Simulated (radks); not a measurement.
The cobalt ion Co4+, [Ar] 3d5. Method: non-relativistic Kohn-Sham, exchange-only LDA, spin-polarised, spherical densities, point nucleus; computed with a radial shooting solver on a logarithmic mesh with Libxc functionals. Every spin shell is full or empty, so the densities are truly spherical. Functionals are evaluated on that one density, not self-consistently. Rank these orbital-free kinetic functionals by their error against the exact value of the orbitals, and give that value: Thomas-Fermi, TF + vW, TF + vW/9, TF + vW/5, LC94, APBEK, revAPBEK, Thakkar, Pearson, LKT, PG1, DePristo-Kress, Ernzerhof.

Answer. Exact: 1373.94 hartree. From best to worst, with 100 (|E| - |E exact|)/|E exact| (equal figures are ties): LC94 -0.01, APBEK +0.08, DePristo-Kress -0.09, Ernzerhof -0.32, revAPBEK +0.35, Thakkar -0.41, TF + vW/9 -0.76, Pearson -1.30, TF + vW/5 +3.82, Thomas-Fermi -6.49, PG1 +19.75, LKT +24.79, TF + vW +45.07.
